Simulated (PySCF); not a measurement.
Constitutional and geometric isomers with formula CH6OSi2. All species are isolated molecules in the gas phase. One relaxed conformer stands for each flexible species; it need not be the lowest. Strings in code marks are SMILES.

These are PBE-D3(BJ)/def2-TZVP // B3LYP-D3(BJ)/def2-TZVP (PySCF) values and carry that method's errors. 

| species | HOMO (eV) | LUMO (eV) |
|---|---|---|
| `OC(=[SiH2])[SiH3]` (H–O–C–Si torsion 161°) | -5.02 | -2.11 |
| `C/[SiH]=[SiH]/O` (Si–Si–O–H torsion 129°) | ___ | -2.43 |
| `C/[SiH]=[SiH]\O` (Si–Si–O–H torsion 132°) | ___ | -2.41 |
| `C=[Si](O)[SiH3]` (Si–Si–O–H torsion 180°) | -5.16 | -1.71 |

Question: Fill in the missing entries.

Answer: 
- `C/[SiH]=[SiH]/O` (Si–Si–O–H torsion 129°), HOMO (eV): -4.76
- `C/[SiH]=[SiH]\O` (Si–Si–O–H torsion 132°), HOMO (eV): -4.77
